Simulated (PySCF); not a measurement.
## Working out the ionisation energy of Cr⁺

Cr⁺ [Ar] 3d5 (6S) → Cr²⁺ [Ar] 3d4 (5D). Calculation: PySCF 2.14, in x2c-TZVPPall; scalar relativity by spin-free X2C-1e. Frozen: [Ne]. Energies in hartree (1 hartree = 27.21139 eV):

| part | Cr⁺ (lower) | Cr²⁺ (upper) |
| --- | --- | --- |
| UHF | -1049.422419 | -1048.871141 |
| MP2 opposite-spin | -0.233695 | -0.215113 |
| MP2 same-spin | -0.152536 | -0.110119 |

Question: What does Hartree-Fock give?

Answer: (-1048.871141) − (-1049.422419) = 0.551278 hartree = 15.001 eV.

Question: What do MP2 and SCS-MP2 (6/5 opposite-spin, 1/3 same-spin) give?

Answer: The opposite-spin parts differ by 0.506 eV and the same-spin parts by 1.154 eV. MP2: 15.001 + (0.506) + (1.154) = 16.661 eV. SCS-MP2: 15.001 + 1.2 × (0.506) + (1.154)/3 = 15.993 eV.

A first-order spin-orbit estimate adds -0.046 eV to MP2 (valence and next inner shell), giving 16.615 eV against 16.486 eV (measured; NIST Atomic Spectra Database, ionization energies).

What remains against the reference includes basis incompleteness, the frozen core and correlation beyond second order.
